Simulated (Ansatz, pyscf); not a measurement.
`[CH3][SiH2]` [doublet] → `[CH2][SiH3]` [doublet], a hydrogen shift on the doublet surface: C–H broken, H–Si formed. Optimised with ωB97X-D3(BJ)/def2-SVP in PySCF. Wave-function energies: Ansatz (a program for electronic structure), frozen core, RHF or UHF references. In kcal/mol, from the reactant's lowest minimum found.

```
level                  barrier  reaction energy
---------------------  -------  ---------------
PBE0-D3(BJ)/def2-TZVP    48.18           +12.83
r²SCAN/def2-TZVP         46.08           +10.94
CCSD(T)/cc-pV(D+d)Z      52.31           +10.90
CCSDT(Q)/cc-pV(D+d)Z         ?                ?
CCSD(T)/cc-pV(T+d)Z      50.54           +11.40
CCSD(T)/cc-pV(Q+d)Z          ?           +11.13
```

Problem. Some entries are withheld; supply them.

Solution. 
- CCSDT(Q)/cc-pV(D+d)Z, barrier: 51.95
- CCSDT(Q)/cc-pV(D+d)Z, reaction energy: +10.88
- CCSD(T)/cc-pV(Q+d)Z, barrier: 49.77

In cc-pV(D+d)Z, going from CCSD(T) to CCSDT(Q) shifts the barrier by -0.36 and the reaction energy by -0.01 kcal/mol. With HF in the quadruple-zeta basis and the correlation energy extrapolated as X⁻³ from X = 3, 4, CCSD(T) gives 49.50 and +11.10; adding the double-zeta shift gives ΔE‡ = 49.14 and ΔE = +11.09 kcal/mol, without core correlation, relativity or geometry relaxation at these levels. This saddle turned up in a search for another step; its sides and bond changes are read from the two ends of the descent. This is the saddle that the search found; another between the same sides may lie lower.
